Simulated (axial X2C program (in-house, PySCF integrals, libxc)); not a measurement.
## Outer orbitals of IrCl⁺ at 2.147 Å, HF

Calculated with an in-house relativistic program for diatomic molecules. Spin-free means the one-electron spin-free X2C Hamiltonian; two-component (2c) means X2C with spin–orbit coupling and atomic mean-field two-electron Coulomb and Gaunt terms, so the difference of the two also holds small scalar two-electron terms. Basis: Ir dyall-cv3z [13s14p9d6f4g], Cl dyall-av3z [9s8p3d2f] (cores contracted in-house); Gaussian nuclei, density fitting, unrestricted open shells. Masses: Ir 192.963 u, Cl 34.969 u.

The distance is close to the 2c PBE0 minimum; the highest filled and lowest empty levels are listed.

Spin-free orbitals, state M_S = 3/2, Λ = 2 (beyond evenly filled blocks: π+α, π-α, δ+α, δ+β, δ-α) (Löwdin shares):

```json
{"symmetry": "σβ", "occupied": "yes", "ε (eV)": "-35.35", "atomic character": "73% Cl s, 10% Ir d, 8% Ir p"}
{"symmetry": "π+α", "occupied": "yes", "ε (eV)": "-23.39", "atomic character": "87% Ir d, 10% Cl p"}
{"symmetry": "π-α", "occupied": "yes", "ε (eV)": "-23.39", "atomic character": "87% Ir d, 10% Cl p"}
{"symmetry": "σα", "occupied": "yes", "ε (eV)": "-22.80", "atomic character": "63% Ir d, 29% Cl p, 5% Cl s"}
{"symmetry": "δ-α", "occupied": "yes", "ε (eV)": "-22.03", "atomic character": "100% Ir d"}
{"symmetry": "δ+α", "occupied": "yes", "ε (eV)": "-22.03", "atomic character": "100% Ir d"}
{"symmetry": "σβ", "occupied": "yes", "ε (eV)": "-22.00", "atomic character": "46% Cl p, 45% Ir d, 6% Cl s"}
{"symmetry": "δ+β", "occupied": "yes", "ε (eV)": "-19.64", "atomic character": "100% Ir d"}
{"symmetry": "π-β", "occupied": "yes", "ε (eV)": "-18.51", "atomic character": "77% Cl p, 13% Ir d, 4% Ir f"}
{"symmetry": "π+β", "occupied": "yes", "ε (eV)": "-18.47", "atomic character": "75% Cl p, 16% Ir d, 4% Ir f"}
{"symmetry": "π+α", "occupied": "yes", "ε (eV)": "-18.28", "atomic character": "77% Cl p, 12% Ir d, 5% Ir f"}
{"symmetry": "π-α", "occupied": "yes", "ε (eV)": "-18.28", "atomic character": "77% Cl p, 12% Ir d, 5% Ir f"}
{"symmetry": "σα", "occupied": "yes", "ε (eV)": "-18.17", "atomic character": "46% Cl p, 28% Ir s, 22% Ir d"}
{"symmetry": "σβ", "occupied": "yes", "ε (eV)": "-17.32", "atomic character": "40% Ir d, 36% Cl p, 19% Ir s"}
{"symmetry": "σα", "occupied": "no", "ε (eV)": "-7.22", "atomic character": "40% Ir s, 36% Ir p, 13% Cl p"}
{"symmetry": "σβ", "occupied": "no", "ε (eV)": "-6.32", "atomic character": "47% Ir s, 33% Ir p, 8% Cl p"}
{"symmetry": "π+β", "occupied": "no", "ε (eV)": "-5.98", "atomic character": "77% Ir d, 10% Cl p, 6% Ir p"}
{"symmetry": "δ-β", "occupied": "no", "ε (eV)": "-5.43", "atomic character": "98% Ir d"}
{"symmetry": "π-β", "occupied": "no", "ε (eV)": "-5.42", "atomic character": "78% Ir d, 8% Cl p, 7% Ir p"}
```

The lowest two-component determinant found has another configuration (Ω = 9/2 (⟨Sz⟩ = 1.45, ⟨Lz⟩ = 3.05 at HF)), so the levels differ by more than spin–orbit coupling. Its spinors:

```tsv
ω	occupied	ε (eV)	atomic character	λ mixture
1/2	yes	-35.31	73% Cl s, 10% Ir d, 7% Ir p	100% σ
-1/2	yes	-35.21	74% Cl s, 9% Ir d, 8% Ir p	100% σ
-1/2	yes	-23.03	85% Ir d, 12% Cl p	91% π, 9% σ
1/2	yes	-22.85	70% Ir d, 22% Cl p, 5% Cl s	91% σ, 9% π
3/2	yes	-22.46	85% Ir d, 12% Cl p	95% π, 5% δ
-3/2	yes	-22.44	99% Ir d	97% δ, 3% π
5/2	yes	-21.27	100% Ir d	100% δ
1/2	yes	-20.94	68% Ir d, 28% Cl p	91% π, 9% σ
-1/2	yes	-20.41	71% Cl p, 16% Ir d, 5% Ir s	93% σ, 7% π
3/2	yes	-19.91	96% Ir d, 3% Cl p	94% δ, 6% π
1/2	yes	-18.32	51% Cl p, 29% Ir s, 15% Ir d	96% σ, 4% π
-3/2	yes	-18.20	76% Cl p, 14% Ir d, 4% Ir f	99% π, 1% δ
-1/2	yes	-17.80	75% Cl p, 13% Ir d, 5% Ir p	98% π, 2% σ
3/2	yes	-17.55	71% Cl p, 18% Ir d, 5% Ir f	99% π, 1% δ
1/2	yes	-17.09	59% Cl p, 28% Ir d, 4% Ir f	96% π, 4% σ
1/2	no	-6.97	38% Ir s, 36% Ir p, 13% Cl p	99% σ, 1% π
-1/2	no	-6.73	58% Ir s, 18% Ir d, 9% Ir p	99% σ, 1% π
-3/2	no	-5.59	78% Ir d, 8% Cl p, 6% Ir p	98% π, 2% δ
-1/2	no	-5.41	49% Ir d, 33% Ir p, 10% Cl p	96% σ, 4% π
```

Mulliken charges and populations of the two-component result (they depend on the basis, above all on diffuse functions):

Ir 1.02 e (s 10.55 p 24.20 d 27.17 f 14.05 g 0.01), Cl -0.02 e (s 5.92 p 11.05 d 0.05 f 0.01). ⟨Lz⟩ = 3.05 ħ and ⟨Sz⟩ = 1.45 ħ (1.42 and 0.03 on the two atoms), which add up to Ω.

The state is a single determinant with fixed occupations, the lowest that a limited PBE0 search found. Other states lie close and PBE0, whose exact exchange favours high spin, may order them wrongly; the determinant shown need not be the ground state. The nearest other spin-free determinant of the search, M_S = 3/2, Λ = 0, lies 0.04 eV up at the distance of the search. With several unpaired electrons one determinant need not be a pure state. A state of lower Ω lies just above, and one determinant can place such states too high, so the state shown need not be the lowest. The search has Ω = 7/2 only 0.11 eV up. The determinant is spin-polarised beyond a pure state at some levels (its spin-free form has ⟨S²⟩ too high), which makes Re and μ there less reliable.
